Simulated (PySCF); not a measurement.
**Why did this PySCF run fail?**

```python
from pyscf import gto, dft

mol = gto.M(
    atom='Na 0 0 0; Ge 0 0 2.735',
    basis='def2-svpd',
    charge=0,
    spin=3,
    symmetry=True,
    verbose=4,
)
mf = dft.UKS(mol, xc='camb3lyp')
mf.diis = False
mf.kernel()
mf.dip_moment()
print('orbital energies (hartree):', [e[max(0, n-3):n+3].round(4) for e, n in zip(mf.mo_energy, mol.nelec)])
```

```bash
$ OMP_NUM_THREADS=1 python input.py
```

The log, shortened:

```
[earlier lines left out]
small_rho_cutoff = 0
Freeze 0 electrons in irreps []
    43 free electrons in irreps A1 E1x E1y E2x E2y
Set gradient conv threshold to 3.16228e-05
tot grids = 38744
init E= -2238.27555894728

cycle= 1 E= -2239.01832573331  delta_E= -0.743  |g|= 0.186  |ddm|= 1.06
cycle= 2 E= -2239.02159642202  delta_E= -0.00327  |g|= 0.167  |ddm|= 0.337
cycle= 3 E= -2239.02182405718  delta_E= -0.000228  |g|= 0.165  |ddm|= 0.238
cycle= 4 E= -2239.02203757589  delta_E= -0.000214  |g|= 0.159  |ddm|= 0.236
cycle= 5 E= -2239.02199200623  delta_E= 4.56e-05  |g|= 0.161  |ddm|= 0.239
cycle= 6 E= -2239.02215508287  delta_E= -0.000163  |g|= 0.157  |ddm|= 0.239
cycle= 7 E= -2239.02210214725  delta_E= 5.29e-05  |g|= 0.159  |ddm|= 0.238
cycle= 8 E= -2239.02225771696  delta_E= -0.000156  |g|= 0.155  |ddm|= 0.237
cycle= 9 E= -2239.02220656066  delta_E= 5.12e-05  |g|= 0.157  |ddm|= 0.236
cycle= 10 E= -2239.02235706948  delta_E= -0.000151  |g|= 0.153  |ddm|= 0.234
[30 cycles left out]
cycle= 41 E= -2239.0235751305  delta_E= 2.27e-05  |g|= 0.129  |ddm|= 0.195
cycle= 42 E= -2239.02366595406  delta_E= -9.08e-05  |g|= 0.126  |ddm|= 0.193
cycle= 43 E= -2239.02364451247  delta_E= 2.14e-05  |g|= 0.127  |ddm|= 0.192
cycle= 44 E= -2239.02373253175  delta_E= -8.8e-05  |g|= 0.125  |ddm|= 0.191
cycle= 45 E= -2239.02371224937  delta_E= 2.03e-05  |g|= 0.126  |ddm|= 0.19
cycle= 46 E= -2239.02379755317  delta_E= -8.53e-05  |g|= 0.123  |ddm|= 0.189
cycle= 47 E= -2239.02377837938  delta_E= 1.92e-05  |g|= 0.124  |ddm|= 0.188
cycle= 48 E= -2239.02386105362  delta_E= -8.27e-05  |g|= 0.122  |ddm|= 0.186
cycle= 49 E= -2239.02384293982  delta_E= 1.81e-05  |g|= 0.123  |ddm|= 0.185
cycle= 50 E= -2239.02392306766  delta_E= -8.01e-05  |g|= 0.12  |ddm|= 0.184
SCF not converged.
SCF energy = -2239.02392306766 after 50 cycles  <S^2> = 3.7511903  2S+1 = 4.0005951
Dipole moment(X, Y, Z, Debye):  0.00000,  0.00000, -7.20185
orbital energies (hartree): [array([-0.216 , -0.1957, -0.1957, -0.0394,  0.0173,  0.0173]), array([-1.2631, -1.2631, -0.4186, -0.064 , -0.014 , -0.014 ])]
```

Which setting is at fault, why, and what does a mended input give?

The DIIS space (off): without DIIS the plain iteration does not settle within the cycle limit. With this edit
```diff
- mf.diis = False
```
the run finishes: E(SCF) = -2239.026472 Eh, 9 cycles, ⟨S²⟩ = 3.751, μz(SCF) = -6.99 D.

The bond length is a typed value, not an optimised one. No search for the lowest solution was made.
